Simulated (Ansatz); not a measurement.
Mulliken charges of C₂H₅AlO₂, SMILES `C1O[CH2][AlH][O]1` from B3LYP/def2-TZVPP in Ansatz (PBE0-D4/def2-TZVP geometry).

```
atom   x (Å)   y (Å)   z (Å)  charge (e)
  C1  -1.154   0.601  -0.161       0.184
  O2  -0.899  -0.667   0.401      -0.316
  C3   0.484  -0.843   0.753      -0.180
 Al4   1.248   0.086  -0.805       0.481
  O5  -0.197   0.954  -1.118      -0.408
  H6  -1.171   1.367   0.632       0.063
  H7  -2.143   0.528  -0.622       0.093
  H8   0.699  -0.385   1.731       0.074
  H9   0.652  -1.915   0.853       0.107
 H10   2.563   0.223  -1.661      -0.099
```

Question: By hand: the dipole of these point charges (1 e Å = 4.8032 D).

Answer: Σ q r = (0.260, 0.005, 0.143) e Å, of length 0.297 e Å = 1.43 D.

Question: How does the dipole of the full density compare? (Best estimate.)

Answer: Ansatz gave: (0.330, -0.040, 0.127) e Å, 1.71 D; the point charges give 0.84 times that, at 11° from its direction.

Point charges leave out the atoms' own dipoles, such as those of lone pairs, and Mulliken's split depends on the basis, so the two needn't agree.

B3LYP here is the variant with VWN-RPA as its local correlation; programs differ in this.
